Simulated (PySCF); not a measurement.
# Ag³⁺ (silver, charge +3) across methods

[Kr] 4d8, high-spin 3F determinant. Computed with PySCF 2.14 in def2-QZVPPD with the def2 core potential (28 electrons), with a scalar-relativistic core potential.

| method | E (hartree) | mean ε 4p β (eV) | mean ε 4d α (eV) | mean ε 4d β (eV) | Σ⟨r²⟩ (bohr²) | ⟨S²⟩ |
| --- | --- | --- | --- | --- | --- | --- |
| UHF | -143.94796 | -111.19 | -52.806 | -50.801 | 23.12 | 2.004 |
| LDA | -144.2858 | -96.957 | -44.604 | -43.100 | 23.54 | 2.000 |
| PBE | -144.6049 | -96.868 | -44.445 | -43.056 | 23.40 | 2.001 |
| PW91 | -144.6646 | -96.967 | -44.530 | -43.160 | 23.40 | 2.001 |
| TPSSh | -144.5777 | -98.710 | -45.314 | -43.961 | 23.32 | 2.001 |
| wB97X-V | -144.6004 | -103.17 | -49.178 | -47.820 | 23.29 | 2.001 |
| r2SCAN | -144.6664 | -98.339 | -44.921 | -43.395 | 23.23 | 2.002 |
| BHandHLYP | -144.5538 | -104.61 | -49.026 | -47.434 | 23.27 | 2.002 |
| PBE0 | -144.6139 | -100.77 | -46.797 | -45.267 | 23.29 | 2.001 |

Energies and moments cover only the electrons outside the core potential.
